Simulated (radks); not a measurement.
Task: The mean radii <r> (bohr) of the occupied orbitals of an atom or ion are listed with their occupations. Method: Dirac Kohn-Sham, LDA (Slater exchange, Perdew-Wang correlation), spin-unpolarised, spherical densities, finite nucleus; Fermi nuclear charge, rms radius of each element as measured or else 0.836 A^(1/3) + 0.57 fm; computed with a radial shooting solver on a logarithmic mesh with Libxc functionals.

| orbital | occ. | <r> |
|---|---|---|
| 1s1/2 | 2 | 0.01745 |
| 2s1/2 | 2 | 0.07301 |
| 2p1/2 | 2 | 0.06019 |
| 2p3/2 | 4 | 0.06850 |
| 3s1/2 | 2 | 0.1901 |
| 3p1/2 | 2 | 0.1802 |
| 3p3/2 | 4 | 0.1955 |
| 3d3/2 | 4 | 0.1705 |
| 3d5/2 | 6 | 0.1752 |
| 4s1/2 | 2 | 0.4234 |
| 4p1/2 | 2 | 0.4266 |
| 4p3/2 | 4 | 0.4605 |
| 4d3/2 | 4 | 0.4715 |
| 4d5/2 | 6 | 0.4828 |
| 5s1/2 | 2 | 0.9519 |
| 4f5/2 | 6 | 0.5252 |
| 4f7/2 | 8 | 0.5322 |
| 5p1/2 | 2 | 1.016 |
| 5p3/2 | 4 | 1.092 |
| 5d3/2 | 1 | 1.290 |

Name the element and its charge. Open shells, if any, fill j = l - 1/2 first.

Result: Z = 77, iridium, charge +8: Ir8+ in [Xe] 4f14 5d1. The 1s radius gives Z: for a bare nucleus <r> = (2 gamma + 1)/(2Z) with gamma = sqrt(1 - (Z/c)^2), 0.01724 bohr for Z = 77, and screening makes it slightly larger (0.01745 here). The occupations add up to 69, and the charge is Z minus that.
